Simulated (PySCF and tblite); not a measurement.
Results of a calculation; reference values are marked as such.
C7H11N, numbered as in [N:1]#[C:2][CH:3]1[CH2:4][CH2:5][CH2:6][CH2:7][CH2:8]1. The same 2 conformers on PBE0-D3(BJ)/def2-SVP geometries, with only the basis set of the single-point energies changed (functional PBE0, solvent none (gas phase), D3(BJ) where defined; PySCF).

The 6-ring runs over atoms 3–4–5–6–7–8.

```tsv
conformer	shape	symmetry	dipole D
1	6-ring chair (all substituents equatorial)	Cs	4.54
2	6-ring chair (C2 axial)	Cs	4.11
```

Energies (kcal/mol) above conformer 1 and its weight at 298.15 K (thermal terms from GFN2-xTB):

```tsv
basis set	E(2) − E(1)	weight of 1 (%)
def2-TZVP	-0.04	53
6-31G*	-0.18	47
def2-SVP	-0.31	42
pcseg-1	-0.40	38
6-311G**	-0.28	43
def2-SVPD	?	?
```

**Question.** What does def2-SVPD give?

**Answer.** E(2) − E(1) = -0.14 kcal/mol, weight of conformer 1 49 %.

**Question.** How much does the choice of basis set matter?

**Answer.** The widest range is that of E(2) − E(1), which runs from -0.40 (pcseg-1) to -0.04 kcal/mol (def2-TZVP), a spread of 0.36, against RT = 0.59. Some levels give another conformer the largest weight.
